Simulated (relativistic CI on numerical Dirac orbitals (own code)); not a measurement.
# One change at a time: K¹⁵⁺

Base calculation: Dirac-Coulomb-Breit CI, KLI orbitals optimised for each configuration, QED by a radiative potential, unscaled Slater integrals.

CI space (outside the closed core 1s2): 2s2, 2s 2p, 2p2, 2p 3s, 2p 3p, 2s 3s, 2s 3p, 2s 3d, 2s 4s, 2s 4p, 2s 4d, 2s 4f, 3s2, 3s 3p, 3p2. Levels of other configurations are missing.

The lowest level and the first level of each name with at least 55 % of one term (blank where a level has no safe partner in the second run):

```tsv
Level	Base (eV)	Shift (eV)
2s2 1S_0	0.000	0.000
2s 2p 3P°_0	30.327	-0.262
2s 2p 3P°_1	31.449	-0.272
2s 2p 3P°_2	34.114	-0.259
2s 2p 1P°_1	61.781	-3.133
2p2 3P_0	80.558	-0.547
2p2 3P_1	82.203	-0.500
2p2 3P_2	84.243	-0.544
2p2 1D_2	92.959	-1.333
2p2 1S_0	113.584	-3.802
2s 3s 3S_1	551.234	-0.599
2s 3s 1S_0	557.037	-1.127
2s 3p 3P°_0	566.030	-0.895
2s 3p 3P°_1	566.778	
2s 3p 3P°_2	567.119	-0.898
2s 3d 3D_1	574.273	-0.741
2s 3d 3D_2	574.410	-0.747
2s 3d 3D_3	574.636	-0.755
2s 3d 1D_2	580.470	-1.369
2p 3s 3P°_0	589.586	-0.939
2p 3s 3P°_1	590.486	-0.994
2p 3s 3P°_2	593.553	-0.937
```

At this charge energies of transitions that change n are usually good to better than 1 %, and those within a shell (Δn = 0) to a few per cent.

Q: One thing was changed in a second run, which moved the levels as shown. Which?
A. configuration mixing switched off
B. valence Slater integrals scaled by 0.9
C. QED terms removed
D. Breit term removed

A: B. Valence Slater integrals scaled by 0.9. Scaling acts on the splittings between terms and on the mixing, and leaves the fine structure of pure LS terms nearly alone; in jj coupling it moves the levels of one term differently.

LS names give the leading component of a level, which can be under half, so a name can repeat, a term be missing and a line seem to break the LS rules.
